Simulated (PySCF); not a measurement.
Al(Me)(H) (CH4Al), SMILES [CH3][AlH], multiplicity 2. Geometry optimised at PBE-D3(BJ)/def2-TZVP. The spin state was assumed, not searched. The isomer is the one that the SMILES or the coordinates give; other isomers of the formula were not compared.

Computed with PBE-D3(BJ)/def2-TZVP (PySCF).

Harmonic wavenumbers (cm⁻¹): 113, 439, 511, 597, 732, 1146, 1382, 1396, 1746, 2948, 3020, 3064. Rotational constants (GHz): 98.40, 11.21, 10.74; symmetry number 1.

Q: Work out the zero-point energy and the ideal-gas rigid-rotor harmonic-oscillator thermochemistry at 298.15 K and 1 atm.

A: ZPE = ½ Σ hcν = ½ × 17094 cm⁻¹ = 24.44 kcal/mol. H − E(el) = 27.75 kcal/mol. Entropy in cal/(mol K): translation 37.20, rotation 20.83, vibration 5.49, spin 1.38, total 64.91. G − E(el) = 8.40 kcal/mol. Cp = 14.80 cal/(mol K). Modes under 150 cm⁻¹ make the vibrational entropy uncertain.
